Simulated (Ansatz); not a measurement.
Cl2GeH4OSi, SMILES `[OH][Ge]([SiH3])([Cl])[Cl]`. Charge 0, multiplicity 1. The geometry is a stationary point of PBE0-D4/def2-TZVP. It is one conformer, not always the lowest.

```xyz
9

O    -1.231   -0.876    1.394
Ge    0.129   -0.732    0.285
Si    0.096    1.386   -0.798
Cl    1.945   -1.047    1.401
Cl    0.031   -2.364   -1.119
H    -1.260   -1.720    1.855
H     1.268    1.422   -1.704
H     0.193    2.436    0.244
H    -1.171    1.494   -1.557
```

What is the dipole moment at ωB97M-V/def2-TZVPP? (An estimate is asked.)

The calculation gave: 1.65 D, with components (-0.60, 1.50, -0.33) D in this frame, pointing from negative to positive charge.

And with PBE, r2SCAN, B3LYP? (An estimate is asked.)

Computed: PBE 1.55 D, r2SCAN 1.62 D, B3LYP 1.63 D.

Give the Mulliken charges with ωB97M-V, PBE, r2SCAN in def2-TZVPP. (Best estimate.)

Computed: 
| atom | ωB97M-V | PBE | r2SCAN |
| --- | --- | --- | --- |
| O1 | -0.40 | -0.37 | -0.42 |
| Ge2 | 0.62 | 0.67 | 0.73 |
| Si3 | 0.10 | 0.11 | 0.20 |
| Cl4 | -0.27 | -0.28 | -0.31 |
| Cl5 | -0.27 | -0.28 | -0.31 |
| H6 | 0.18 | 0.19 | 0.20 |
| H7 | 0.02 | -0.01 | -0.03 |
| H8 | 0.01 | -0.01 | -0.03 |
| H9 | 0.01 | -0.01 | -0.03 |

B3LYP here is the variant with VWN-RPA as its local correlation; programs differ in this.
